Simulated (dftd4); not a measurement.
hydrogen chloride (HCl), singlet, geometry from GFN2-xTB; D4 for b97d in dftd4 4.2.0.

The dftd4 input:
```
$ dftd4 mol.xyz --func b97d --charge 0 --json dftd4.json --noedisp

# file mol.xyz
2

Cl    -0.00000000    -0.00000000    -0.07094563
H      0.00000000     0.00000000     1.20607566
```

Predict the main parts of the log of this dftd4 run.


```
                    ____  _____ _____     ____  _  _
      -------------|  _ \|  ___|_   _|---|  _ \| || |------------
     |             | | | | |_    | | ___ | | | | || |_           |
     |             | |_| |  _|   | ||___|| |_| |__   _|          |
     |             |____/|_|     |_|     |____/   |_|            |
     |             ===================================           |
     |            E. Caldeweyher, S. Ehlert & S. Grimme          |
     |          Mulliken Center for Theoretical Chemistry        |
     |                    University of Bonn                     |
      -----------------------------------------------------------

Rational (Becke-Johnson) damping: b97d-D4-ATM
---------------------
  s6         1.0000
  s8         1.6946
  s9         1.0000
  a1         0.2890
  a2         4.1341
 alp        16.0000
--------------------

Dispersion energy:      -9.6479129055923E-04 Eh

[Info] JSON dump of results written to 'dftd4.json'
```
